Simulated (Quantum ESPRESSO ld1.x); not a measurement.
Results of a calculation; reference values are marked as such.
Task: The mean radii <r> (bohr) of the occupied orbitals of an atom or ion are listed with their occupations. Level of theory: scalar-relativistic Kohn-Sham, LDA (Slater exchange, Perdew-Zunger correlation), spin-polarised, spherical densities, point nucleus (ld1.x of Quantum ESPRESSO 7.5).

orbital  occ.      <r>
1s up       1  0.03429
1s down     1  0.03429
2s up       1   0.1470
2s down     1   0.1469
2p up       3   0.1276
2p down     3   0.1275
3s up       1   0.3553

Name the element and its charge. Open shells, if any, are filled with parallel spins first.

Result: Z = 43, technetium, charge +32: Tc32+ in [Ne] 3s1. The 1s radius gives Z: for a bare nucleus <r> = (2 gamma + 1)/(2Z) with gamma = sqrt(1 - (Z/c)^2), 0.03371 bohr for Z = 43, and screening makes it slightly larger (0.03429 here). The occupations add up to 11, and the charge is Z minus that.
